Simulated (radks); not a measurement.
Fractional charge and spin in the 6s shell of iridium: the spin-up occupation runs from 0 to 1 and the spin-down occupation from 0 to 1; the fullest corner is Ir, [Xe] 4f14 5d(up 3.5, down 3.5) 6s(up 1, down 1). Calculated with a radial shooting solver on a logarithmic mesh with Libxc functionals: scalar-relativistic Kohn-Sham, BLYP, spin-polarised, spherical densities, point nucleus. Energy (eV) minus the two flat planes that join the four corners (they meet along the diagonal where the two added fractions sum to one electron); zero is where a piecewise linear energy would lie.

down \ up       0    0.25     0.5    0.75       1
0           0.000  -0.730  -0.970  -0.724   0.000
0.25       -0.730  -0.926  -0.640   0.119  -0.660
0.5        -0.970  -0.640   0.159  -0.584  -0.873
0.75       -0.724   0.119  -0.584  -0.836  -0.649
1           0.000  -0.660  -0.873  -0.649   0.000

Corners above the fullest one (they belong to Ir+ and the next ion): (up 1, down 0) 9.688 eV, (up 0, down 1) 9.688 eV, (up 0, down 0) 27.391 eV. With half an added electron in each spin the energy lies 0.159 eV from the planes, and with half an added electron in spin up alone -0.970 eV. The planes are only a guide here: the flat-plane condition holds for ground states with one frontier orbital, while other shells are open and held unpolarised.
